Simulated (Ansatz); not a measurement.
Ansatz (an electronic-structure program) input (revPBE/def2-TZVPD):

Ansatz 0.2 input:
```yaml
crystal:
  periodic: [false, false, false]
  atoms:
    - {symbol: Ge, position_ang: [0.01486516, 0.01335931, 1.33008905]}
    - {symbol: I, position_ang: [1.08853820, -1.84321149, -0.39527948]}
    - {symbol: I, position_ang: [-1.09751339, 1.83514549, -0.40779315]}
basis:
  gaussian:
    orbitals: def2-TZVPD
hamiltonian:
  xc: {name: revPBE}
total_charge: -1
magnetization: {spin_polarized: true, initial_magnetization: 1}
output: {forces: true}
```

End of the output:

```
mean field: 0.81 GiB planned
mean field evaluation 1: about -72721.6463 eV, gradient 1.8e1 eV
mean field evaluation 2: about -72720.7820 eV, gradient 2.6e1 eV
mean field evaluation 4: about -72722.4060 eV, gradient 8.3e-1 eV
mean field evaluation 8: about -72722.4117 eV, gradient 2.5e-2 eV
mean field evaluation 16: about -72722.3935 eV, gradient 3.7e-5 eV
mean field evaluation 32: about -72721.2135 eV, gradient 8.4e-1 eV
mean field -72722.39347076 eV, -2672.4986670416 hartree, gradient 3.6e-5 eV, S^2 0.754153; 6 other end points of the search recorded, 0 dependent functions left out
the calculation of the forces begins
reference -72722.39354119 eV, -2672.4986696301 hartree; 42, 41 occupied and 130, 131 virtual orbitals, 1201 factors
Total energy: -72722.39354119 eV, -2672.4986696301 hartree
Atom 0 at     0.014865     0.013359     1.330089 Å, force    -0.000466    -0.000419    -0.041681 eV/Å
Atom 1 at     1.088538    -1.843211    -0.395279 Å, force     0.010211    -0.016580     0.020898 eV/Å
Atom 2 at    -1.097513     1.835145    -0.407793 Å, force    -0.009745     0.016999     0.020783 eV/Å
Dipole moment:     0.000833     0.000748     0.074520 e Å
```
